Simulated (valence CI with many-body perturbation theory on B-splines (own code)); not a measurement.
# I19+: E2, M1, M2 decay

Calculated by valence CI with perturbative core correlation (CI+MBPT): six valence electrons over a frozen Dirac-Fock core [Ar] 3d10, radial functions for each j: 9 s, 9 p, 8 d, 6 f, 3 g, 1 h, with the one-electron correlation potential Σ1 (screened to all orders), the two-electron term Σ2, the three-electron term Σ3, Breit, model QED; selected single and double excitations, second order for the rest, scaled by the run's own slope (own B-spline code, finite nucleus).

No measured spectrum was set against this ion. As an estimate, levels hold to about 250 cm⁻¹ or 0.2 % of their energy and the worst to 1 %, as in measured heavy ions of charge 2 to 7; those with d or f electrons hold less well. Among the levels kept, up to 1000 cm⁻¹ of a level comes from second order outside the variational space, and about a tenth of that is noise between levels of different J, which matters for small intervals.

Lines 1 to 31 of 31 in falling wavelength, among levels below 908420 cm⁻¹, chosen from the decays that carry over 1 % of a level's rate. Wavelengths and rates use the calculated energies, so an error of 1000 cm⁻¹ moves a line at 339.1 nm by 3.4 % and its rate by three times that or more. Electric multipoles are in the length gauge, E1 and E2 with the static RPA response of the core. Weak lines are less certain than strong ones. Lines between different terms over intervals too small for the method are left out, as are lines whose strength nearly cancels. Branching is blank where the lifetime is uncertain.

Levels are named by their leading jj configuration (3d3/2^4 stands for four electrons in 3d with j = 3/2), which in mixed levels can hold well under half, so a name can repeat and another be missing. Letters in brackets count levels of one name in rising energy.

| λ vac (nm) | Upper | Lower | Type | A (s⁻¹) | Branch % |
| --- | --- | --- | --- | --- | --- |
| 551.3 | (4s^2 4p1/2^2 4p3/2 4d5/2) J=4 | (4s^2 4p1/2^2 4p3/2 4d3/2) J=3 | M1 | 9.53e+01 | 13.5 |
| 402.3 | (4s^2 4p1/2 4p3/2^2 4d3/2) J=4 | (4s^2 4p1/2 4p3/2^2 4d3/2) J=3 [a] | M1 | 9.91e+01 | 1.4 |
| 339.1 | (4s^2 4p1/2 4p3/2^2 4d5/2) J=4 [b] | (4s^2 4p1/2 4p3/2^2 4d5/2) J=3 [a] | M1 | 6.16e+01 |  |
| 332.2 | (4s^2 4p1/2 4p3/2^2 4d5/2) J=5 | (4s^2 4p1/2 4p3/2^2 4d5/2) J=4 [a] | M1 | 3.55e+02 |  |
| 266.9 | (4s^2 4p1/2^2 4p3/2^2) J=0 | (4s^2 4p1/2^2 4p3/2^2) J=2 | E2 | 1.53e+00 | 100.0 |
| 255.9 | (4s^2 4p1/2 4p3/2^2 4d5/2) J=4 [b] | (4s^2 4p1/2 4p3/2^2 4d3/2) J=3 [a] | M1 | 2.35e+02 |  |
| 210.2 | (4s^2 4p1/2 4p3/2^2 4d5/2) J=4 [a] | (4s^2 4p1/2^2 4p3/2 4d5/2) J=3 | M1 | 1.51e+03 | 11.7 |
| 176.3 | (4s^2 4p1/2 4p3/2^2 4d3/2) J=4 | (4s^2 4p1/2^2 4p3/2 4d5/2) J=3 | M1 | 2.75e+02 | 4.0 |
| 144.2 | (4s^2 4p1/2 4p3/2^3) J=1 | (4s^2 4p1/2^2 4p3/2^2) J=0 | M1 | 3.03e+03 | 12.5 |
| 141.0 | (4s^2 4p1/2 4p3/2^2 4d5/2) J=4 [b] | (4s^2 4p1/2^2 4p3/2 4d5/2) J=3 | M1 | 8.16e+02 |  |
| 104.1 | (4s^2 4p1/2 4p3/2^2 4d5/2) J=4 [a] | (4s^2 4p1/2^2 4p3/2 4d5/2) J=4 | M1 | 1.10e+04 | 85.4 |
| 95.03 | (4s^2 4p1/2 4p3/2^2 4d3/2) J=4 | (4s^2 4p1/2^2 4p3/2 4d5/2) J=4 | M1 | 2.33e+03 | 33.9 |
| 93.61 | (4s^2 4p1/2 4p3/2^3) J=1 | (4s^2 4p1/2^2 4p3/2^2) J=2 | M1 | 2.11e+04 | 87.1 |
| 83.71 | (4s^2 4p1/2 4p3/2^2 4d5/2) J=4 [b] | (4s^2 4p1/2^2 4p3/2 4d5/2) J=4 | M1 | 1.50e+03 |  |
| 83.71 | (4s^2 4p1/2 4p3/2^2 4d5/2) J=4 [b] | (4s^2 4p1/2^2 4p3/2 4d5/2) J=4 | E2 | 5.00e+01 |  |
| 81.06 | (4s^2 4p1/2 4p3/2^2 4d3/2) J=4 | (4s^2 4p1/2^2 4p3/2 4d3/2) J=3 | M1 | 3.98e+03 | 58.0 |
| 79.33 | (4s^2 4p3/2^4) J=0 | (4s^2 4p1/2 4p3/2^3) J=2 | E2 | 9.25e+02 | 1.0 |
| 79.25 | (4s^2 4p1/2 4p3/2^2 4d5/2) J=5 | (4s^2 4p1/2^2 4p3/2 4d5/2) J=4 | M1 | 3.45e+03 |  |
| 79.25 | (4s^2 4p1/2 4p3/2^2 4d5/2) J=5 | (4s^2 4p1/2^2 4p3/2 4d5/2) J=4 | E2 | 8.90e+01 |  |
| 77.30 | (4s^2 4p1/2 4p3/2^3) J=2 | (4s^2 4p1/2^2 4p3/2^2) J=2 | M1 | 1.55e+04 | 98.2 |
| 77.30 | (4s^2 4p1/2 4p3/2^3) J=2 | (4s^2 4p1/2^2 4p3/2^2) J=2 | E2 | 2.31e+02 | 1.5 |
| 72.67 | (4s^2 4p1/2 4p3/2^2 4d5/2) J=4 [b] | (4s^2 4p1/2^2 4p3/2 4d3/2) J=3 | M1 | 9.99e+01 |  |
| 69.40 | (4s^2 4p1/2 4p3/2^2 4d5/2) J=4 [b] | (4s^2 4p1/2^2 4p3/2 4d3/2) J=2 | E2 | 6.14e+01 |  |
| 67.29 | (4s^2 4p3/2^4) J=0 | (4s^2 4p1/2 4p3/2^3) J=1 | M1 | 8.74e+04 | 98.9 |
| 60.92 | (4s^2 4p1/2^2 4p3/2 4d5/2) J=4 | (4s 4p1/2^2 4p3/2^3) J=2 | E2 | 1.95e+01 | 2.8 |
| 35.26 | (4s^2 4p1/2 4p3/2^2 4d5/2) J=4 [b] | (4s 4p1/2^2 4p3/2^3) J=2 | E2 | 6.28e+01 |  |
| 15.76 | (4s^2 4p1/2 4p3/2^2 4d5/2) J=4 [a] | (4s^2 4p1/2 4p3/2^3) J=2 | M2 | 1.57e+02 | 1.2 |
| 15.53 | (4s^2 4p1/2 4p3/2^2 4d3/2) J=4 | (4s^2 4p1/2 4p3/2^3) J=2 | M2 | 7.06e+01 | 1.0 |
| 15.20 | (4s^2 4p1/2 4p3/2^2 4d5/2) J=4 [b] | (4s^2 4p1/2 4p3/2^3) J=2 | M2 | 6.35e+02 |  |
| 14.97 | (4s^2 4p1/2^2 4p3/2 4d5/2) J=4 | (4s^2 4p1/2^2 4p3/2^2) J=2 | M2 | 5.88e+02 | 83.3 |
| 12.70 | (4s^2 4p1/2 4p3/2^2 4d5/2) J=4 [b] | (4s^2 4p1/2^2 4p3/2^2) J=2 | M2 | 5.08e+01 |  |
